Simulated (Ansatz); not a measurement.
Program: Ansatz. Geometries: PBE0-D4/def2-TZVP. ΔE: electronic, gas phase. CBS: MP2 limit from def2 TZ/QZ plus the TZ coupled-cluster correction, frozen cores. Double bonds are as drawn, so ΔE can hold a change between cis and trans. DFT in def2-TZVPP. For Se outer-core shells are correlated without core-valence functions, which leaves a few kJ/mol of doubt a bond. Scalar relativity is left out up to krypton. Each species was taken in one conformer, which may not be the lowest.

`C/C(S)=C\[SeH]` + `CO/C=C/O` → `CO/C=C\[SeH]` + `C/C(S)=C/O`  (formal exchange of groups at the Se–C bond)

`C/C(S)=C\[SeH]`:

Cartesian coordinates in Å:
```
C -0.053 -1.142 -0.031
C -0.239 0.297 -0.366
S -0.864 0.686 -1.973
C 0.129 1.330 0.393
Se 1.072 1.259 2.037
H 0.829 -1.552 -0.534
H -0.912 -1.730 -0.363
H 0.063 -1.279 1.046
H -1.803 -0.275 -2.021
H -0.086 2.345 0.080
H 1.865 0.062 1.731
```

`CO/C=C/O`:

```xyz
11

C     1.116   -0.099    1.274
O     0.829    1.038    0.503
C    -0.091    0.881   -0.472
C    -0.729   -0.237   -0.810
O    -1.555   -0.238   -1.907
H     1.866    0.197    2.006
H     1.515   -0.909    0.651
H     0.221   -0.461    1.796
H    -0.268    1.801   -1.017
H    -0.583   -1.187   -0.306
H    -2.321   -0.785   -1.719
```

`CO/C=C\[SeH]`:

Z-matrix (Å, degrees):
```
C
O 1 1.409
H 1 1.095 2 111.2
H 1 1.089 2 106.9 3 119.1
H 1 1.096 2 111.1 3 -121.9
C 2 1.350 1 115.3 3 64.9
C 6 1.327 2 121.6 1 -168.5
H 6 1.088 2 116.7 1 12.9
Se 7 1.893 6 121.5 2 0.9
H 7 1.079 6 120.3 2 -177.5
H 9 1.467 7 94.0 6 175.4
```

`C/C(S)=C/O`:

Cartesian coordinates in Å:
```
C 0.274 1.586 0.134
C 0.272 0.095 0.179
S 1.595 -0.613 1.091
C -0.664 -0.631 -0.426
O -0.667 -1.995 -0.385
H -0.573 1.952 -0.449
H 1.193 1.967 -0.323
H 0.208 2.013 1.139
H 1.246 -1.894 0.898
H -1.466 -0.153 -0.979
H -1.418 -2.327 -0.879
```

```
             level  ΔE (eV)
           PBE0-D4    -0.25
SCS-MP2/def2-QZVPP    -0.24
```

What does CCSD(T)/CBS give? (Estimate.)

The calculation gave: -0.23 eV. The listed levels differ from it by -0.02, -0.01 eV.

Largest T1 diagnostic among the species: 0.012.

In def2-TZVPP, CCSD(T) changes the Hartree–Fock value by +0.08 eV (the triples alone add +0.01 eV) and MP2 by +0.07 eV.
